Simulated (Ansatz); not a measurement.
Computed with Ansatz on PBE0-D4/def2-TZVP structures; ΔE is electronic, products minus reactants. CCSD(T)/CBS adds triple-zeta CCSD(T) − MP2 to the extrapolated MP2 energy (def2 sets, frozen cores). This one scheme is used for every species. Functionals use def2-TZVPP. B3LYP here is the variant with VWN-RPA as its local correlation; programs differ in this. Each species was taken in one conformer, which may not be the lowest.

`CO[SiH2]S[SiH3]` + H–F → `F[SiH2]S[SiH3]` + CH₃OH  (ligand exchange at the Si–O bond)

CCSD(T)/CBS gives -32.3 kJ/mol.

(1) Another level gave -34.3 kJ/mol. Which?
A. B3LYP/def2-TZVPP
B. revPBE-D4/def2-TZVPP
C. r2SCAN0/def2-TZVPP
D. PBE-QIDH/def2-TZVPP

Largest T1 diagnostic among the species: 0.012.

## Answers

(1) D. PBE-QIDH -34.3, B3LYP -47.1, revPBE-D4 -29.9, r2SCAN0 -38.6 kJ/mol.

In def2-TZVPP, CCSD(T) changes the Hartree–Fock value by +16.6 kJ/mol (the triples alone add +2.8 kJ/mol) and MP2 by +19.9 kJ/mol. Leaving LDA and LC-ωPBE aside and taking each functional with its dispersion term where it has one, the values, not all of them listed here, spread over 10.9 kJ/mol, from B2PLYP to revPBE-D4. LDA lies +11.0 kJ/mol from PBE without D4. The D4 term adds +12.0 kJ/mol with B3LYP and +7.0 kJ/mol with PBE0; it sums over pairs of atoms, weighted by their polarisabilities, and B3LYP, whose exchange is more repulsive, gets the larger term.
